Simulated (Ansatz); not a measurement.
Consider the formal exchange of groups at a Ge–F bond: `[OH][Ge]([OH])([F])[SiH3]` + GeH₄ → `[OH][Ge]([OH])([SiH3])[GeH3]` + H–F.

Computed with Ansatz on PBE0-D4/def2-TZVP structures; ΔE is electronic, products minus reactants. CCSD(T)/CBS is the MP2 limit (def2-TZVPP, def2-QZVPP) plus CCSD(T) − MP2 in def2-TZVPP, frozen cores. This one scheme is used for every species. Functionals use def2-TZVPP. B3LYP here is the variant with VWN-RPA as its local correlation; programs differ in this. For Ge outer-core shells are correlated without core-valence functions, which leaves a few kJ/mol of doubt a bond. Scalar relativity is left out up to krypton. One conformer a species, not always the lowest.

`[OH][Ge]([OH])([F])[SiH3]`:

```xyz
10

O    -1.895   -0.538    0.572
Ge   -0.531    0.266   -0.215
O    -0.586    1.960    0.252
F    -0.918    0.138   -1.914
Si    1.638   -0.624    0.189
H    -2.397   -1.076   -0.047
H    -1.487    2.280    0.358
H     1.657   -2.022   -0.306
H     2.629    0.203   -0.538
H     1.889   -0.588    1.650
```

GeH₄:

Cartesian coordinates in Å:
```
Ge 0.000 0.000 0.000
H 0.947 0.745 -0.949
H 0.804 -0.991 0.851
H -1.049 -0.763 -0.819
H -0.702 1.009 0.918
```

`[OH][Ge]([OH])([SiH3])[GeH3]`:

Z-matrix (Å, degrees):
```
Ge
O 1 1.790
Si 1 2.383 2 105.2
O 1 1.790 2 109.6 3 112.7
Ge 1 2.443 2 108.5 3 -129.0
H 2 0.960 1 113.6 3 171.6
H 3 1.485 1 108.8 2 178.6
H 3 1.486 1 108.8 2 -62.6
H 3 1.484 1 109.9 2 58.0
H 4 0.960 1 113.6 2 75.8
H 5 1.542 1 109.1 2 -59.3
H 5 1.537 1 110.9 2 60.0
H 5 1.537 1 110.9 2 -178.6
```

H–F:

Cartesian coordinates in Å:
```
F 0.414 0.060 0.191
H -0.414 -0.060 -0.191
```

CCSD(T)/CBS gives +57.1 kJ/mol.

(1) Another level gave +72.8 kJ/mol. Which?
A. B3LYP-D4/def2-TZVPP
B. PBE/def2-TZVPP
C. r2SCAN-D4/def2-TZVPP
D. ωB97X-V/def2-TZVPP

Largest T1 diagnostic among the species: 0.013.

Results:

(1) D. ωB97X-V 72.8, B3LYP-D4 62.9, PBE 56.8, r2SCAN-D4 67.1 kJ/mol.

In def2-TZVPP, CCSD(T) changes the Hartree–Fock value by −34.0 kJ/mol (the triples alone add −3.4 kJ/mol) and MP2 by −36.7 kJ/mol. The D4 term adds −9.5 kJ/mol with B3LYP and −5.6 kJ/mol with PBE0; it sums over pairs of atoms, weighted by their polarisabilities, and B3LYP, whose exchange is more repulsive, gets the larger term.

CCSD(T)/CBS has its own doubt, a few kJ/mol and more with outer-core shells, so smaller differences from it don't rank the levels.
